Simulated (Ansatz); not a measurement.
Species: sum formula ReOBr$_{4}$, net charge 0, doublet state. The spin state was set by rule; other spins were not relaxed. 
Geometry from a B3LYP-D3(BJ)/def2-TZVP (Ansatz, a quantum-chemistry and plane-wave program) optimisation:
SMILES: [O]=[Re]([Br])([Br])([Br])[Br]
```xyz
6

Re     0.3010    -0.0905    -0.1714
O      1.6994    -0.5112    -0.9676
Br     0.6847    -0.6498     2.1877
Br    -1.2014     0.8052    -1.8935
Br    -1.1227    -2.0894    -0.2261
Br     0.6060     2.2448     0.5203
```
Charge 0, spin multiplicity 2.

Total electronic energies in hartree. Correlated levels leave the core frozen unless marked. UHF or UKS for open shells. No spin-orbit coupling. The frozen core is the preceding noble-gas configuration, with the filled d and f shells of earlier blocks. Past Kr the def2 sets carry scalar-relativistic core potentials. CBS marks a two-point X^-3 extrapolation of the correlation energy; Hartree-Fock from the larger set. The bracket is a focal-point correction in the basis named.

The UHF reference is spin-contaminated (<S^2> 0.18 over the pure value in the largest basis). 

| level | program | energy (Eh) |
|---|---|---|
| HF/def2-SVP | Ansatz | -10440.80470 |
| RI-HF/def2-QZVPP | Ansatz | -10442.41299 |
| PBE/def2-TZVPD | Ansatz | -10448.82500 |
| revPBE-D4/def2-TZVPD | Ansatz + dftd4 | -10449.58995 |
| r2SCAN/def2-TZVPD | Ansatz | -10450.34073 |
| B3LYP-D3(BJ)/def2-TZVPD | Ansatz + dftd3 | -10450.52586 |
| B3LYP/def2-TZVPD | Ansatz | -10450.49809 |
| PBE0-D3(BJ)/def2-TZVPD | Ansatz + dftd3 | -10449.10210 |
| PBE0/def2-TZVP | Ansatz | -10449.08658 |
| BHLYP-D3(BJ)/def2-TZVPD | Ansatz + dftd3 | -10450.14254 |
| r2SCANh/def2-TZVPD | Ansatz | -10450.29500 |
| HSE06-D3(BJ)/def2-TZVPD | Ansatz + dftd3 | -10449.11758 |
| HSE06/def2-TZVPD | Ansatz | -10449.10481 |
| LC-wPBE/def2-TZVPD | Ansatz | -10448.88917 |
| wB97M-V/def2-TZVPD | Ansatz | -10449.66909 |
| B2PLYP-D4/def2-TZVPD | Ansatz + dftd4 | -10448.46860 |
| MP2/def2-SVP | Ansatz | -10441.77601 |
| SCS-MP2/def2-SVP | Ansatz | -10441.70798 |
| SCS-MP2/def2-QZVPP | Ansatz | -10443.68499 |
| CCSD(T)/def2-TZVPP | Ansatz | -10443.49785 |
| CCSD(T)/def2-QZVPP | Ansatz | -10443.80532 |
| RI-MP2/CBS(def2-TZVPP,def2-QZVPP)+[CCSD(T)-MP2]/def2-QZVPP | Ansatz | -10443.8811 |
| CCSD(T)/CBS(def2-TZVPP,def2-QZVPP) | Ansatz | -10443.8815 |

Totals of different functionals don't rank their quality; only differences between species are comparable.
